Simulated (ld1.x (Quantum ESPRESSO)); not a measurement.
Pseudopotential generation for Br: PAW, PBE, scalar-relativistic.

ld1.x (Quantum ESPRESSO) 7.5 was run on this input:

```
&input
   title='Br', zed=35., rel=1, dft='PBE', iswitch=3,
   config='[Ar] 3d10 4s2 4p5',
   nld=3, rlderiv=1.75, eminld=-15.0, emaxld=5.0, deld=0.04
 /
 &inputp
   pseudotype=3, lpaw=.true., tm=.true., lloc=-1, rcloc=0.95,
   nlcc=.true., new_core_ps=.true.,
   which_augfun='BESSEL', rmatch_augfun=0.75,
   file_pseudopw='Br.UPF', file_wfcaegen='ae.wfc', file_wfcncgen='nc.wfc', file_beta='beta', file_chi='chi', file_wfcusgen='us.wfc'
 /
6
4S  1  0   2.00   0.00  1.25  1.60  0.0
4S  1  0   0.00  -0.75  1.25  1.60  0.0
3P  2  1   6.00   0.00  0.75  0.90  0.0
4P  3  1   5.00   0.00  0.75  0.90  0.0
3D  3  2  10.00   0.00  0.70  0.95  0.0
3D  3  2   0.00  -2.30  0.70  0.95  0.0
 &test
   configts(1)='3p6 3d10 4s2 4p5'
 /
```

Command:

```bash
ld1.x < Br.in > Br.out
```

Resulting log (shortened: banner, matrices, multipoles, cross overlaps and the repeated all-electron block are left out):

```
Program LD1 v.7.5
     --------------------------- All-electron run ----------------------------

     Br
     scalar relativistic calculation

     atomic number is 35.00
     dft =PBE   lsd =0 sic =0 latt =0  beta=0.20 tr2=1.0E-14
     Exchange-correlation= PBE
                           (   1   4   3   4   0   0   0)
     mesh =1213 r(mesh) =  98.95369 a.u. xmin = -7.00 dx = 0.01250
     1 Ry =  13.60569312 eV, c = 137.03599908

     n l     nl                  e(Ry)          e(Ha)          e(eV)
     1 0     1S 1( 2.00)      -978.8645      -489.4322    -13318.1300
     2 0     2S 1( 2.00)      -127.3806       -63.6903     -1733.1013
     2 1     2P 1( 6.00)      -112.3470       -56.1735     -1528.5587
     3 0     3S 1( 2.00)       -17.4982        -8.7491      -238.0753
     3 1     3P 1( 6.00)       -12.7514        -6.3757      -173.4923
     3 2     3D 1(10.00)        -4.9037        -2.4519       -66.7184
     4 0     4S 1( 2.00)        -1.4798        -0.7399       -20.1342
     4 1     4P 1( 5.00)        -0.5777        -0.2888        -7.8596

     final scf error:  9.2E-15 reached in  38 iterations

     Etot =   -5212.829535 Ry,   -2606.414768 Ha,  -70924.158959 eV

     Ekin =    5325.613312 Ry,    2662.806656 Ha,   72458.660419 eV
     Encl =  -12569.667307 Ry,   -6284.833654 Ha, -171019.036043 eV
     Eh   =    2215.406330 Ry,    1107.703165 Ha,   30142.138670 eV
     Exc  =    -184.181870 Ry,     -92.090935 Ha,   -2505.922004 eV

     normalization and overlap integrals

     s(1S/1S) =  1.000000  <r> =   0.0427  <r2> =    0.0025  r(max) =   0.0279
     s(2S/2S) =  1.000000  <r> =   0.1895  <r2> =    0.0424  r(max) =   0.1584
     s(2P/2P) =  1.000000  <r> =   0.1654  <r2> =    0.0335  r(max) =   0.1280
     s(3S/3S) =  1.000000  <r> =   0.5514  <r2> =    0.3498  r(max) =   0.4817
     s(3P/3P) =  1.000000  <r> =   0.5641  <r2> =    0.3728  r(max) =   0.4817
     s(3D/3D) =  1.000000  <r> =   0.5904  <r2> =    0.4326  r(max) =   0.4305
     s(4S/4S) =  1.000000  <r> =   1.6749  <r2> =    3.2214  r(max) =   1.4115
     s(4P/4P) =  1.000000  <r> =   2.1055  <r2> =    5.2358  r(max) =   1.6606

     ------------------------ End of All-electron run ------------------------

     --------------------- Generating PAW atomic setup --------------------

      Generating local potential from pseudized AE potential:
      Matching radius rcloc =   0.9500

      Local pseudo, rcloc= 0.946 Estimated cut-off energy=    27.47 Ry

      Computing core charge for nlcc:

       r > 0.25 : true rho core
      Core charge pseudized with two Bessel functions
      Integrated core pseudo-charge :  10.06
      Wfc-us  4S rcutus= 1.599  Estimated cut-off energy=    18.15 Ry
      Wfc-us  4S rcutus= 1.599  Estimated cut-off energy=    19.49 Ry
      Wfc-us  3P rcutus= 0.900  Estimated cut-off energy=   104.07 Ry
      Wfc-us  4P rcutus= 0.900  Estimated cut-off energy=   194.54 Ry
      Wfc-us  3D rcutus= 0.946  Estimated cut-off energy=   132.31 Ry
      Wfc-us  3D rcutus= 0.946  Estimated cut-off energy=   184.33 Ry

     Required augmentation: BESSEL   radius:    0.750000
     Suggested rho cutoff for augmentation: 173.94 Ry

     Estimated PAW energy = -796.301334 Ryd

     ------------------- End of pseudopotential generation -------------------

     Computing logarithmic derivative in   1.75667
     Computing logarithmic derivative in   1.75667
     Computing the partial wave expansion
     R is outside the sphere for l=    0 j= 0.00
     R is outside the sphere for l=    0 j= 0.00
     R is outside the sphere for l=    1 j= 0.00
     R is outside the sphere for l=    1 j= 0.00
     R is outside the sphere for l=    2 j= 0.00
     R is outside the sphere for l=    2 j= 0.00

     ---------------------- Testing the pseudopotential ----------------------

     Br
     scalar relativistic calculation

     atomic number is 35.00   valence charge is 23.00
     dft = SLA  PW   PBX  PBC   lsd =0 sic =0 latt =0  beta=0.20 tr2=1.0E-14
     mesh =1213 r(mesh) =  98.95369 xmin = -7.00 dx = 0.01250

     n l     nl             e AE (Ry)        e PS (Ry)    De AE-PS (Ry)
     2 1     3P   1( 6.00)      -12.75145      -12.75101       -0.00044
     3 2     3D   1(10.00)       -4.90371       -4.90329       -0.00042
     1 0     4S   1( 2.00)       -1.47984       -1.47982       -0.00001
     3 1     4P   1( 5.00)       -0.57767       -0.57761       -0.00006

     eps = 7.8E-16  iter =  8

     Etot =   -5212.829535 Ry,   -2606.414768 Ha,  -70924.158959 eV
     Etotps =  -796.301069 Ry,    -398.150535 Ha,  -10834.227982 eV

     Ekin =     792.185936 Ry,     396.092968 Ha,   10778.238739 eV
     Encl =   -1964.142024 Ry,    -982.071012 Ha,  -26723.513632 eV
     Ehrt =     559.838015 Ry,     279.919007 Ha,    7616.984229 eV
     Ecxc =    -184.182996 Ry,     -92.091498 Ha,   -2505.937317 eV
     (Ecc =     -68.018480 Ry,     -34.009240 Ha,    -925.438566 eV)

     ---------------------- End of pseudopotential test ----------------------
```

Note: ghost state, extra bound levels that the all-electron valence spectrum of the same l lacks: s at -125.6 eV. A true bound ghost makes a file unfit for plane-wave use.

Generation and configuration tests took about 2.7 s on one core of a shared server CPU.
